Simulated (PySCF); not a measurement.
## Yb: excitation energy

Yb [Xe] 4f14 6s2 (1S) → Yb [Xe] 4f14 5d2 (3F), as a difference of total energies. Calculation: PySCF 2.14, in ANO-RCC-VTZP (8s7p5d3f2g1h, 104 functions); scalar relativity by spin-free X2C-1e. The calculations carry no spin-orbit coupling.

```tsv
method	excitation energy (cm⁻¹)
UHF	47952
MN15	53245
M06-L	48630
```
